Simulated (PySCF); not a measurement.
**Field gradients at the hydrogen positions**

C₉H₁₁F.
Z-matrix (Å and degrees, GFN2-xTB geometry), rows numbered from 1:
```
C 
C   1  1.5230
C   2  1.5342  1  111.61
C   3  1.5008  2  110.72  1   179.97
C   4  1.3898  3  120.57  2    88.75
C   5  1.3830  4  121.06  3  -177.88
C   6  1.3822  5  118.62  4     0.05
F   7  1.3519  6  119.10  5  -179.91
C   7  1.3822  6  121.81  5     0.05
C   9  1.3829  7  118.63  6    -0.03
H   1  1.0878  2  110.50  3    59.82
H   1  1.0874  2  110.53  3   179.81
H   1  1.0880  2  110.59  3   -60.09
H   2  1.0921  1  109.65  3   121.00
H   2  1.0924  1  109.70  3  -121.04
H   3  1.0919  2  109.07  1    58.96
H   3  1.0919  2  108.97  1   -59.03
H   5  1.0802  4  119.51  3     2.22
H   6  1.0787  5  121.51  4  -179.92
H   9  1.0785  7  119.88  6   179.87
H  10  1.0800  4  119.53  3    -2.25
```

Level: PBE0/pcSseg-1 (PySCF, non-relativistic); Q(2H) = 0.00286 b; rigid geometry, the same for H and D, with no vibrational averaging.

Question: Rank these positions by the coupling χzz of a deuteron there, largest first.
A. H19 (aromatic hydrogen)
B. H13 (methyl hydrogen)
C. H17 (methylene hydrogen)

Answer: A (222 kHz), B (211 kHz), C (204 kHz).

Tabulate Vzz, the asymmetry η and χzz = 234.96 MHz × Q × Vzz for every hydrogen position.

```
atom  bonded to  bond length (Å)  Vzz (au)     η  χzz (kHz)
 H11         C1            1.088    0.3149  0.02        212
 H12         C1            1.087    0.3164  0.01        213
 H13         C1            1.088    0.3145  0.02        211
 H14         C2            1.092    0.3032  0.02        204
 H15         C2            1.092    0.3026  0.02        203
 H16         C3            1.092    0.3031  0.02        204
 H17         C3            1.092    0.3033  0.02        204
 H18         C5            1.080    0.3263  0.07        219
 H19         C6            1.079    0.3298  0.07        222
 H20         C9            1.079    0.3302  0.07        222
 H21        C10            1.080    0.3266  0.07        220
```

How does χzz go with the bond length over the 11 C–H bonds?

A straight-line fit has a slope of -13.0 kHz for each 0.01 Å, with a correlation coefficient of -0.99, over lengths from 1.079 to 1.092 Å. The longer bonds have the smaller couplings here.

Geometry: GFN2-xTB, one conformer, isolated molecule. GFN2-xTB bond lengths can be off by several hundredths of an ångström, more for odd bonds, and the gradients follow them. With a basis this small, the couplings can be 20 % off.
